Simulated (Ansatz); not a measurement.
`COC[SiH2]O` + H₂Se → `O[SiH2][SeH]` + `COC`  (ligand exchange at the Si–C bond)

Isolated molecules relaxed with PBE0-D4/def2-TZVP in Ansatz; ΔE leaves out vibrations. CCSD(T)/CBS adds triple-zeta CCSD(T) − MP2 to the extrapolated MP2 energy (def2 sets, frozen cores). DFT in def2-TZVPP. For Se outer-core shells are correlated without core-valence functions, which leaves a few kJ/mol of doubt a bond. Scalar relativity is left out up to krypton. Each species was taken in one conformer, which may not be the lowest.

| level | ΔE (kJ/mol) | difference from CCSD(T)/CBS |
| --- | --- | --- |
| PBE-D4 | -84.5 | 1.6 |
| revPBE-D4 | -82.2 | 3.9 |
| PBE0-D4 | -87.1 | -1.0 |
| revPBE | -91.4 | -5.3 |
| BLYP | -86.6 | -0.5 |
| r2SCAN | -87.1 | -1.0 |
| PBE0 | -90.0 | -3.9 |
| HF/def2-TZVPP | -94.3 | -8.2 |
| CCSD(T)/def2-TZVPP | -81.9 | 4.2 |
| MP2/CBS(def2) | -92.4 | -6.3 |
| CCSD(T)/CBS | -86.1 | 0 |

Largest T1 diagnostic among the species: 0.011.

At CCSD(T), def2-SVP lies +11.1 kJ/mol from the extrapolated value and def2-TZVPP +4.2 kJ/mol. Leaving LDA and LC-ωPBE aside and taking each functional with its dispersion term where it has one, the values, not all of them listed here, spread over 10.0 kJ/mol, from PBE-QIDH to BLYP-D4. LDA lies +9.5 kJ/mol from PBE without D4. In def2-TZVPP, CCSD(T) changes the Hartree–Fock value by +12.4 kJ/mol (the triples alone add +1.1 kJ/mol) and MP2 by +6.1 kJ/mol.
